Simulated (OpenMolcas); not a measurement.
## C IV: CASPT2 settings compared

```
Program             : OpenMolcas 26.06
Basis               : ANO-L-VDZP [3s2p1d]
Scalar Hamiltonian  : non-relativistic, point nucleus
Active space        : 1 electron in 4 orbitals (2s 2p)
State averaging     : 2S+1 = 2 even, 1 root; 2S+1 = 2 odd, 3 roots
Spin-orbit coupling : state interaction with AMFI integrals over the reference wave functions, term energies averaged over their components
```

Methods on the same reference wave functions:
A. CASSCF
B. SS-CASPT2, IPEA 0.3 Eh, real shift 0.05 Eh (closed shells correlated: 1s)
C. XMS-CASPT2, IPEA 0.4 Eh, sigma1 regulariser 0.5 Eh (closed shells correlated: 1s)

Energies in cm⁻¹ above 2s ²S_1/2, the measured ground level; measured values from Moore, Selected Tables of Atomic Spectra, NSRDS-NBS 3, section 3.

```tsv
Level	A	B	C	Measured
2s ²S_1/2	0.0	0.0	0.0	0.0
2p ²P°_1/2	71097	71043	71042	64484
2p ²P°_3/2	71169	71114	71113	64592
```

Deviations, from unrounded energies. A percentage is the sum of absolute deviations over the sum of measured energies, with the sign that they share, or ± where signs differ.

| Against measurement | Levels | A | B | C |
| --- | --- | --- | --- | --- |
| mean absolute deviation (cm-1) | 2 | 6600 | 6500 | 6500 |
| other configurations (%) | 2 | +10.2 | +10.1 | +10.1 |

A, B, C lie about equally close to measurement. The largest miss of C in the table is 2p ²P°_1/2, by +6600 cm-1. The ranking rests on the paired levels alone, and a cruder setting can come out closer through cancelling errors.

Between B and C no level of the table moves by more than 5 cm-1.

The lowest spin-free term lies below A's lowest term by 0.001 hartree in B, 0.001 hartree in C.

The basis is small and was not contracted for so high a charge. With one active electron the reference holds no correlation, so core polarisation is missing (holds for A). With one active electron, CASPT2 adds the correlation within the correlated inactive shells and between them and that electron, and leaves the splitting within a term as the reference gives it (holds for B; C). Measured partners are found by configuration, term and J. A level has none where our copy of the source lacks it or the pairing is in doubt (some pairs that miss far off the trend of their configuration count as doubtful), and it then counts in no deviation. Levels of configurations outside the active space are missing.

° marks odd parity.
